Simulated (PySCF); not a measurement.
Species: C2H6SeSi2.
Numbering: `[CH:1]#[C:2][SiH2:3][Se:4][SiH3:5]` (hydrogens: H6 on C1; H7, H8 on Si3; H9, H10, H11 on Si5)

Method: PBE0-D3(BJ)/def2-SVP geometry optimisation, gas phase in PySCF; density fitting, grid level 1; the optimiser is geomeTRIC in internal coordinates, started from a GFN2-xTB structure with every atom displaced at random (about 0.01 Å).

Geometry at step 5:
```
atom  x, y, z in Å
C1      1.7550   -1.8587    0.4727
C2      1.5342   -0.6823    0.2527
Si3     1.1962    1.0902   -0.0376
Se4    -0.6166    1.3922   -1.3995
Si5    -2.0243    0.0696   -0.1821
H6      1.9456   -2.8908    0.6912
H7      0.9433    1.7386    1.2821
H8      2.3481    1.7366   -0.7229
H9     -3.3911    0.2988   -0.7366
H10    -1.6723   -1.3738   -0.3263
H11    -1.9799    0.4541    1.2606
```

Problem. What forces act on the atoms?

Solution. 
| atom | Fx (eV/Å) | Fy (eV/Å) | Fz (eV/Å) |
| --- | --- | --- | --- |
| C1 | -0.063 | 0.147 | 0.027 |
| C2 | 0.044 | -0.033 | -0.008 |
| Si3 | -0.106 | 0.123 | 0.008 |
| Se4 | 0.053 | -0.004 | -0.044 |
| Si5 | -0.053 | -0.101 | 0.019 |
| H6 | 0.035 | -0.159 | -0.016 |
| H7 | 0.037 | -0.022 | -0.004 |
| H8 | 0.007 | -0.008 | -0.015 |
| H9 | 0.035 | 0.037 | 0.013 |
| H10 | 0.009 | 0.030 | 0.023 |
| H11 | 0.004 | -0.011 | -0.002 |

The largest, 0.16 eV/Å, acts on Si3 (H6, C1 within 3 % of it); the rms over all components is 0.057 eV/Å. The forces sum to zero within rounding, as they must for an isolated molecule in no field.

Problem. Give the force on Si3 in Eh/bohr and in nN.

Solution. 0.163 eV/Å ÷ 51.422 = 0.00317 Eh/bohr, and 0.163 eV/Å × 1.602 = 0.26 nN.

Problem. How far is this geometry from the end of the optimisation?

Solution. 0.007 eV above it, and 0.123 Å rms away after alignment. The bonds farthest from their final lengths, with half the difference of the two atoms' forces along the bond (positive lengthens):

| bond | now (Å) | final (Å) | force along bond (eV/Å) |
| --- | --- | --- | --- |
| Se4–Si5 | 2.283 | 2.289 | +0.08 |
| Si3–Se4 | 2.287 | 2.283 | -0.06 |
| C1–H6 | 1.072 | 1.075 | +0.15 |
| C2–Si3 | 1.828 | 1.831 | +0.09 |
| Si5–H10 | 1.493 | 1.491 | -0.06 |

The angle farthest from its final value is C2–Si3–Se4, 111.7° against 110.2°.

What follows is the cost of the whole optimisation. Hardware: Arm Neoverse N1, one thread, shared host with 64 logical CPUs at a one-minute load of 62. Cost: 2.5 min of wall time, 0.53 GiB resident at most.
